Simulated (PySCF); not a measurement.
Cl2H3NSi, SMILES N[SiH](Cl)Cl.

Geometry optimised at PBE-D3(BJ)/def2-SVP. One conformer was computed; it need not be the lowest.

Calculation: PySCF with PBE-D3(BJ)/def2-SVP.

Frequencies are harmonic and unscaled.

Computed vibrational spectrum:
```csv
mode,ν (cm⁻¹),IR (km/mol),moving atoms (share of kinetic energy)
1,132,12.1,"H 54 %, Cl 31 %"
2,186,5.0,"Cl 50 %, H 22 %, N 17 %, Si 11 %"
3,241,8.9,"H 35 %, Cl 32 %, N 19 %, Si 15 %"
4,288,16.8,"H 32 %, N 27 %, Si 26 %, Cl 15 %"
5,412,153.0,"H 66 %, N 29 %"
6,494,52.1,"Cl 50 %, Si 39 %"
7,564,160.6,"Si 54 %, Cl 36 %, H 9 %"
8,694,29.7,H 93 %
9,806,125.4,"H 90 %, Si 8 %"
10,867,35.7,"H 45 %, N 37 %, Si 18 %"
11,885,184.1,"H 48 %, Si 29 %, N 23 %"
12,1483,48.3,"H 89 %, N 11 %"
13,2229,88.3,H 97 %
14,3484,37.5,H 96 %
15,3583,38.1,"H 91 %, N 9 %"
```
